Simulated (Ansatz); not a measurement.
`CCCSSCCC`, charge 0, multiplicity 1.

Problem. Give a relaxed structure at PBE0-D4/def2-TZVP (Ansatz). (An estimate is asked.)

Solution. The calculation gave: 
Z-matrix (Å, degrees):
```
C
C 1 1.520
H 1 1.094 2 111.4
H 1 1.094 2 111.2 3 -120.0
H 1 1.092 2 111.1 3 120.1
C 2 1.515 1 112.0 3 60.0
H 2 1.094 1 110.5 3 -61.8
H 2 1.094 1 110.0 3 -179.1
S 6 1.815 2 114.4 1 179.2
H 6 1.092 2 111.2 1 54.8
H 6 1.096 2 110.9 1 -64.5
S 9 2.030 6 104.5 2 -63.1
C 12 1.817 9 103.9 6 -94.2
C 13 1.517 12 115.8 9 64.5
H 13 1.096 12 103.1 9 -174.1
H 13 1.091 12 107.8 9 -60.5
C 14 1.517 13 114.2 12 61.3
H 14 1.095 13 108.5 12 -62.6
H 14 1.096 13 107.6 12 -176.6
H 17 1.092 14 111.2 13 -59.1
H 17 1.092 14 111.1 13 -179.6
H 17 1.094 14 111.1 13 60.5
```
This is one stationary point; other conformers may exist.
